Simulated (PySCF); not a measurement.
C7H5NO.
SMILES with atom numbers: `[CH:1]#[C:2][c:3]1[cH:4][cH:5][cH:6][n+:7]([O-:8])[cH:9]1` (hydrogens: H10 on C1; H11 on C4; H12 on C5; H13 on C6; H14 on C9)

Structure optimised with GFN2-xTB, isolated species.

Give the optimised bond lengths and angles.

```
  bond  length (bohr)
 C1≡C2          2.268
 C2–C3          2.677
 C3–C4          2.640
 C4–C5          2.615
 C5–C6          2.599
 C6–N7          2.562
 N7–O8          2.368
 N7–C9          2.555
 C3–C9          2.616
C1–H10          1.983
C4–H11          2.036
C5–H12          2.038
C6–H13          2.038
C9–H14          2.040
```

A selection of angles:
```
   angle  degrees
C1–C2–C3    178.3
C2–C3–C4    120.6
C2–C3–C9    119.8
C4–C3–C9    119.6
C3–C4–C5    117.8
C4–C5–C6    120.4
C5–C6–N7    121.8
C6–N7–O8    120.8
C6–N7–C9    118.5
O8–N7–C9    120.7
C3–C9–N7    121.9
```

The 6-membered ring C3–C4–C5–C6–N7–C9 has internal angles of 117.8° to 121.9°; it is planar, 0.00 Å rms from its mean plane, widest ring torsion 0°. The 6 C–C bonds span 1.200 Å (C1≡C2, drawn triple) to 1.416 Å (C2–C3, drawn single), a spread of 0.216 Å. The 9 heavy atoms lie in one plane (0.001 Å rms). N7 (N-oxide nitrogen) is planar (angles 120.8°, 120.7° and 118.5°, sum 360.0°, 0.00 Å off the plane of its three neighbours).

Point group: Cs (every atom within 0.08 Å of its image). No GFN2-xTB frequencies stand behind this structure, so it isn't proved a minimum.

These are computed values.
